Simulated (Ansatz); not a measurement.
Problem. Name a neutral molecule of B, Br, C, Sn and H with LUMO energy (PBE0/def2-TZVPP) between -1.05 and -0.75 eV and size of the dipole moment (ωB97M-V/def2-TZVPP) between 1.05 and 1.35 D (Ansatz, PBE0-D4/def2-TZVP geometry).

Solution. `BrC1=C[B]1[SnH3]` (-0.82 eV, 1.33 D). Other molecules can fit too; these were computed, each in one conformer that needn't be the lowest.
